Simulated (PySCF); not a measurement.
Working out the ionisation energy of Mn⁸⁺

Mn⁸⁺ [Ne] 3s2 3p5 (2P) → Mn⁹⁺ [Ne] 3s2 3p4 (3P). Computed with PySCF 2.14 in an even-tempered Gaussian basis (20 s from 0.32 bohr⁻², ratio 2.5; 13 p from 0.42 bohr⁻², ratio 2.5; 5 d from 3.8 bohr⁻², ratio 2.7; 5 f from 5.7 bohr⁻², ratio 2.7), with scalar relativity by spin-free X2C-1e. Frozen: 1s2; the 23 highest virtual orbitals dropped. Energies in hartree (1 hartree = 27.21139 eV):

```
             part  Mn⁸⁺ (lower)  Mn⁹⁺ (upper)
              UHF  -1135.994244  -1127.903366
MP2 opposite-spin     -0.393719     -0.369648
    MP2 same-spin     -0.144957     -0.135678
```

Task: What does Hartree-Fock give?

Result: (-1127.903366) − (-1135.994244) = 8.090878 hartree = 220.164 eV.

Task: What do MP2 and SCS-MP2 (6/5 opposite-spin, 1/3 same-spin) give?

Result: The opposite-spin parts differ by 0.655 eV and the same-spin parts by 0.252 eV. MP2: 220.164 + (0.655) + (0.252) = 221.071 eV. SCS-MP2: 220.164 + 1.2 × (0.655) + (0.252)/3 = 221.034 eV.

A first-order spin-orbit estimate adds -0.026 eV to MP2 (outer shells), giving 221.045 eV against 221.89 ± 0.17 eV (semi-empirical (NIST evaluation); NIST Atomic Spectra Database, ionization energies).

What remains against the reference includes basis incompleteness, the frozen core and correlation beyond second order.
